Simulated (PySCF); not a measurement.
Job file and geometry (Å, from GFN2-xTB) of an NMR shielding run on SMILES C#C/C(CC)=C(/C)S[SiH3], C₇H₁₂SSi, GIAO PBE0/pcSseg-1 NMR shielding, non-relativistic, gas phase in PySCF; density fitting, a coarse starting grid and PySCF grid level 2 are the driver's defaults:

```
$ OMP_NUM_THREADS=1 python probes_run.py task.json out

{"job": {"kind": "nmr", "xc": "PBE0", "basis": "pcSseg-1"}, "charge": 0, "multiplicity": 1}
C     -0.404959     2.651334    -1.050336
C     -0.386950     1.541079    -0.592130
C     -0.406363     0.222793    -0.080973
C     -1.561136    -0.622356    -0.561084
C     -2.771514    -0.449205     0.356098
C      0.525248    -0.190481     0.786966
C      0.604144    -1.525929     1.444048
S      1.830589     0.931687     1.295627
Si     3.141888     0.689446    -0.378086
H     -0.408304     3.627534    -1.434436
H     -1.272307    -1.673748    -0.603391
H     -1.829012    -0.303714    -1.571192
H     -2.533470    -0.768000     1.368598
H     -3.608747    -1.040801    -0.007698
H     -3.070457     0.596064     0.387374
H     -0.258967    -2.146940     1.221784
H      0.670585    -1.386795     2.522624
H      1.509156    -2.046194     1.126054
H      3.536692    -0.716270    -0.434623
H      2.430295     1.066601    -1.591088
H      4.254667     1.560838    -0.049905
```

**Question.** Write the output of this run.

**Answer.** 
```
coarse grid: 18296 points
cycle   1  E = -960.8038997040  dE =  1.012e+00  |g| = 4.552e-01  |ddm| = 4.404e+00
cycle   2  E = -960.8030548080  dE =  8.449e-04  |g| = 4.668e-01  |ddm| = 1.139e+00
cycle   3  E = -960.8585182699  dE = -5.546e-02  |g| = 9.885e-02  |ddm| = 5.959e-01
cycle   4  E = -960.8604596970  dE = -1.941e-03  |g| = 4.988e-02  |ddm| = 1.594e-01
cycle   5  E = -960.8610917550  dE = -6.321e-04  |g| = 8.486e-03  |ddm| = 6.804e-02
cycle   6  E = -960.8611048783  dE = -1.312e-05  |g| = 4.670e-03  |ddm| = 1.411e-02
cycle   7  E = -960.8611096737  dE = -4.795e-06  |g| = 1.783e-03  |ddm| = 4.650e-03
final grid: 166592 points
cycle   8  E = -960.9181489668  dE = -4.796e-05  |g| = 9.074e-03  |ddm| = 6.772e-02
cycle   9  E = -960.9181369450  dE =  1.202e-05  |g| = 1.144e-02  |ddm| = 2.018e-02
cycle  10  E = -960.9181681755  dE = -3.123e-05  |g| = 2.235e-03  |ddm| = 1.215e-02
cycle  11  E = -960.9181693463  dE = -1.171e-06  |g| = 5.153e-04  |ddm| = 2.187e-03
cycle  12  E = -960.9181694105  dE = -6.420e-08  |g| = 1.673e-04  |ddm| = 9.269e-04
cycle  13  E = -960.9181694170  dE = -6.476e-09  |g| = 6.494e-05  |ddm| = 2.807e-04
cycle  14  E = -960.9181694180  dE = -1.009e-09  |g| = 2.158e-05  |ddm| = 8.895e-05
cycle  15  E = -960.9181694181  dE = -1.146e-10  |g| = 3.156e-06  |ddm| = 2.487e-05
converged SCF energy = -960.9181694181

GIAO shielding tensors (ppm)
atom      isotropic    diamagn.    paramagn.     s11        s22        s33       span
  0 C       94.370     261.463    -167.092     40.668     49.983    192.459    151.790
  1 C       98.062     253.447    -155.385     -9.464      5.922    297.728    307.192
  2 C       49.114     261.184    -212.070    -57.436     66.697    138.083    195.519
  3 C      154.251     244.137     -89.886    138.564    152.705    171.484     32.920
  4 C      170.378     246.082     -75.704    154.816    169.732    186.586     31.770
  5 C       39.506     263.389    -223.883    -64.820     49.579    133.758    198.578
  6 C      162.223     248.444     -86.222    149.044    154.744    182.879     33.835
  7 S      593.892    1058.634    -464.743    413.843    484.061    883.772    469.929
  8 Si     407.846     879.725    -471.879    367.166    401.455    454.919     87.753
  9 H       28.701      35.423      -6.722     24.619     25.274     36.210     11.591
 10 H       29.220      31.964      -2.744     25.179     29.378     33.103      7.923
 11 H       29.459      30.398      -0.939     25.102     29.029     34.246      9.144
 12 H       30.804      29.896       0.907     26.120     30.730     35.561      9.441
 13 H       30.643      27.296       3.348     26.245     27.142     38.543     12.298
 14 H       30.237      29.082       1.156     25.709     29.710     35.293      9.584
 15 H       29.386      31.997      -2.612     23.704     30.022     34.431     10.727
 16 H       29.540      29.490       0.050     25.285     28.031     35.304     10.019
 17 H       29.513      30.332      -0.819     24.891     28.742     34.904     10.013
 18 H       27.203      29.490      -2.287     23.015     25.873     32.720      9.705
 19 H       26.937      29.798      -2.861     22.180     27.423     31.207      9.027
 20 H       27.334      28.767      -1.432     23.847     24.461     33.694      9.847
```

**Question.** Turn these shieldings into chemical shifts. Shifts are taken against calculated references (same method and geometry level): ¹³C (186.93 ppm) and ²⁹Si (349.16 ppm) and ¹H (31.72 ppm) vs TMS; ³³S (503.73 ppm) against CS2.

**Answer.** Averaging equivalent atoms: C 5: 147.4; C 2: 137.8; C 0: 92.6; C 1: 88.9; C 3: 32.7; C 6: 24.7; C 4: 16.5; S 7: -90; Si 8: -58.7; H 18/19/20: 4.56; H 9: 3.02; H 10/11: 2.38; H 15/16/17: 2.24; H 12/13/14: 1.16 ppm. 

Size and cost of the density-fitted run: 227 basis functions, 96 s wall time on 1 thread of an Arm Neoverse N1, shared host; peak memory 1.1 GiB.
